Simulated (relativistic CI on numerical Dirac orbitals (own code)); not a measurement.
What each ingredient does to the levels of Lu5+

Base calculation: Dirac-Coulomb-Breit CI, separate exchange-only KLI orbitals for each configuration, QED by a radiative potential, valence Slater integrals scaled by 0.85, P86 correlation energy added to each configuration.

Configuration list (outside the closed core [Kr] 4d10): 4f12 5s2 5p6, 4f13 5s2 5p5, 4f14 5s2 5p4, 4f12 5s2 5p5 5d, 4f11 5s2 5p6 5d, 4f11 5s2 5p6 6s, 4f13 5s2 5p4 5d, 4f12 5s2 5p5 5f, 4f12 5s 5p6 5d, 4f11 5s2 5p6 6p, 4f14 5p6, 4f13 5s 5p6, 4f14 5s 5p5, 4f11 5s2 5p6 7s, 4f13 5s 5p5 6s, 4f12 5s 5p6 6s. Levels of other configurations are missing.

Variants: (1) valence Slater integrals scaled by 0.75; (2) Slater integrals left unscaled; (3) non-relativistic limit. Shifts of the energy above 4f12 5s2 5p6 3H_6, in cm⁻¹, for the lowest level and the first level of each name with at least 55 % of one term (blank where a level changes its place among those of its configuration and J or its character, or is not in the variant):

```tsv
Level	Base	Δ(1)	Δ(2)	Δ(3)
4f12 5s2 5p6 3H_6	0.0	0.0	0.0	0.0
4f12 5s2 5p6 3F_4	6422.9	-806.2	+1201.2	
4f12 5s2 5p6 3H_5	10928.0	-1.1	+13.1	-10928.0
4f12 5s2 5p6 3F_3	18621.2	-868.1	+1306.4	-10848.0
4f12 5s2 5p6 3F_2	18949.4	-1524.7	+2078.9	-11176.2
4f12 5s2 5p6 1I_6	41775.6	-3715.3	+5575.5	-8240.1
4f12 5s2 5p6 3P_0	44640.4	-4423.2	+6487.7	-8477.3
4f12 5s2 5p6 3P_1	46416.0	-4049.7	+6047.7	-10252.9
4f12 5s2 5p6 3P_2	48453.8		+5420.2	-12290.6
4f12 5s2 5p6 1S_0	91172.5	-8572.6	+12874.0	-10990.1
4f13 5s2 5p5 3F_4	120125.1	-651.2	+940.0	-63977.4
4f13 5s2 5p5 1F_3	120386.6	-661.4	+932.4	-66262.3
4f13 5s2 5p5 3G_5	123513.8	-1139.8	+1704.1	-60605.1
4f13 5s2 5p5 3F_3	130106.1	-685.8	+1021.7	-73958.4
4f13 5s2 5p5 3D_2	135270.2	-1406.6	+2484.3	-66193.9
4f13 5s2 5p5 3D_1	141707.1	-2036.6	+3044.4	-72630.9
4f13 5s2 5p5 3D_3	186793.5	-1814.7	+2735.1	
4f13 5s2 5p5 3G_3	194774.6	-1453.7	+2175.2	
4f11 5s2 5p6 5d 5G°_6	198232.9	+3195.1	-4836.6	
4f11 5s2 5p6 5d 5H°_7	199866.1	+3086.5	-4692.9	+54749.8
4f11 5s2 5p6 5d 5L°_10	206374.9	+2933.8	-4415.5	+52057.1
4f11 5s2 5p6 5d 5G°_5	207331.5	+3152.1	-4801.0
```

At this charge configurations can still be misplaced by up to about 7 % of their energy. Levels and lines within the n = 5 or 6 shells can be off by up to 10 % or somewhat more, and those that change n by about 2 %, since core polarisation is missing. Levels that differ in their count of f electrons can be misplaced by several ten thousand cm⁻¹, since the correlation energy of f electrons is missing or only estimated; rates across such gaps can be off by orders of magnitude.

Ionisation energy from the two ground configurations alone: base 110.801 eV. The NIST ASD value (theoretical) is 98 eV. The gap of more than 2 % comes from missing correlation, or from a tabulated value that is itself an estimate.

LS names give the leading component of a level, which can be under half, so a name can repeat, a term be missing and a line seem to break the LS rules.
